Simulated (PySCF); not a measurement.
AlH2, SMILES [AlH2+], charge +1.

Geometry: B3LYP-D3(BJ)/def2-TZVPD. The spin state was assumed, not searched. The isomer is the one that the SMILES or the coordinates give; other isomers of the formula were not compared.

Two levels are set side by side: TDA-PBE/def2-TZVPD (PySCF) and TDA-PBE0/def2-TZVPD (PySCF). Vertical, same geometry. The lowest singlet is HOMO→LUMO 100 % with PBE and HOMO→LUMO+1 100 % with the other functional; states are paired by order. Differences are taken from unrounded values.

| quantity | TDA-PBE |
|---|---|
| lowest singlet excitation (eV) | 6.08 |
| lowest triplet excitation (TDA) (eV) | 5.46 |
| first bright state (f over 0.05) (eV) | 9.04 |
| its oscillator strength | 0.27 |

Problem. These are the TDA-PBE values. What does TDA-PBE0 give? (An estimate is asked for; the answer gives what the named calculation found.)

Solution. 
```json
[
 {"quantity": "lowest singlet excitation (eV)", "TDA-PBE0": "6.38", "TDA-PBE minus TDA-PBE0": "-0.31"},
 {"quantity": "lowest triplet excitation (TDA) (eV)", "TDA-PBE0": "5.69", "TDA-PBE minus TDA-PBE0": "-0.23"},
 {"quantity": "first bright state (f over 0.05) (eV)", "TDA-PBE0": "9.48", "TDA-PBE minus TDA-PBE0": "-0.45"},
 {"quantity": "its oscillator strength", "TDA-PBE0": "1.08", "TDA-PBE minus TDA-PBE0": "-0.82"}
]
```

Functionals without exact exchange tend to place singlet excitations lower, as here. Differences between two approximate levels are no errors against the true value.

Rough cost on one machine, each run with all the roots and properties that it gave: TDA-PBE0 against TDA-PBE within a factor of 2.
